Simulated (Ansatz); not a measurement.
Reaction (formal exchange of groups at the Si–O bond): `CO[SiH](F)[SiH3]` + `CC` → `CC[SiH](F)[SiH3]` + CH₃OH

Gas-phase electronic energies from Ansatz, PBE0-D4/def2-TZVP geometries. CBS: MP2 limit from def2 TZ/QZ plus the TZ coupled-cluster correction, frozen cores. This one scheme is used for every species. DFT in def2-TZVPP. B3LYP here is the variant with VWN-RPA as its local correlation; programs differ in this. HSE06 is defined as in plane-wave codes. Each species was taken in one conformer, which may not be the lowest.

| level | ΔE (kcal/mol) | difference from CCSD(T)/CBS |
| --- | --- | --- |
| LDA (SPW92) | 25.4 | -1.7 |
| PBE-D4 | 24.7 | -2.4 |
| revPBE-D4 | 24.4 | -2.7 |
| BLYP-D4 | 27.6 | 0.5 |
| r2SCAN-D4 | 27.3 | 0.2 |
| B97M-V | 28.1 | 1.0 |
| PBE0-D4 | 25.3 | -1.8 |
| B3LYP-D4 | 28.0 | 0.9 |
| r2SCANh-D4 | 27.3 | 0.2 |
| r2SCAN0-D4 | 27.3 | 0.2 |
| HSE06-D4 | 25.3 | -1.8 |
| BHLYP-D4 | 29.2 | 2.1 |
| CAM-B3LYP-D4 | 28.9 | 1.8 |
| ωB97M-V | 27.1 | 0.0 |
| B2PLYP | 28.8 | 1.7 |
| PBE-QIDH | 26.9 | -0.2 |
| PBE | 25.2 | -1.9 |
| revPBE | 25.0 | -2.1 |
| BLYP | 28.4 | 1.3 |
| r2SCAN | 27.4 | 0.3 |
| PBE0 | 25.8 | -1.3 |
| B3LYP | 28.7 | 1.6 |
| r2SCANh | 27.4 | 0.3 |
| r2SCAN0 | 27.5 | 0.4 |
| BHLYP | 29.9 | 2.8 |
| CAM-B3LYP | 29.4 | 2.3 |
| LC-ωPBE | 26.6 | -0.5 |
| RPA@PBE/def2-TZVPP | 27.1 | 0.0 |
| HF/def2-SVP | 28.9 | 1.8 |
| MP2/def2-SVP | 26.9 | -0.2 |
| CCSD(T)/def2-SVP | 26.5 | -0.6 |
| HF/def2-TZVPP | 31.5 | 4.4 |
| MP2/def2-TZVPP | 27.8 | 0.7 |
| CCSD/def2-TZVPP | 27.9 | 0.8 |
| CCSD(T)/def2-TZVPP | 27.4 | 0.3 |
| HF/def2-QZVPP | 31.8 | 4.7 |
| MP2/def2-QZVPP | 27.7 | 0.6 |
| SCS-MP2/def2-QZVPP | 28.5 | 1.4 |
| MP2/CBS(def2) | 27.5 | 0.4 |
| CCSD/CBS(def2) | 27.6 | 0.5 |
| CCSD(T)/CBS | 27.1 | 0 |

Largest T1 diagnostic among the species: 0.012.

From BLYP to BHLYP (50 % exact exchange), in def2-TZVPP and without D4, ΔE moves by +1.5 kcal/mol. Leaving LDA and LC-ωPBE aside and taking each functional with its dispersion term where it has one, the values spread over 4.8 kcal/mol, from revPBE-D4 to BHLYP-D4.
